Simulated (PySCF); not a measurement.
Fluorine: a sound run and one with changed settings

Sound run: F(2+) [He] 2s2 2p3, F(3+) [He] 2s2 2p2. All numbers are calculated (PySCF 2.14, the non-relativistic Hamiltonian (point nucleus), in cc-pVDZ). The sound run starts from symmetry-adapted Hartree-Fock orbitals and uses a fine grid where one is needed.

A second run was set up differently.

| species | method | sound run (hartree) | changed run (hartree) | converged |
| --- | --- | --- | --- | --- |
| F(2+) | UHF | -97.57269 | -97.57269 | yes |
| F(2+) | LDA | -97.11434 | -97.11432 | yes |
| F(2+) | PBE | -97.68464 | -97.68496 | yes |
| F(3+) | UHF | -95.28570 | -95.28570 | yes |
| F(3+) | LDA | -94.79080 | -94.79079 | yes |
| F(3+) | PBE | -95.37148 | -95.37163 | yes |

Ionisation energy of F(2+):

```csv
method,sound run (eV),changed run (eV)
UHF,62.232,62.232
LDA,63.227,63.227
PBE,62.944,62.949
```

Problem. What was changed?
A. too few SCF iterations
B. radial grid too coarse
C. basis contracted for another Hamiltonian
D. level shift left on

Solution. B. It used radial step 0.3 in ln r (0.13 in the sound run). A coarse radial grid mis-integrates the density and the exchange-correlation energy, with errors of either sign; Hartree-Fock needs no grid.
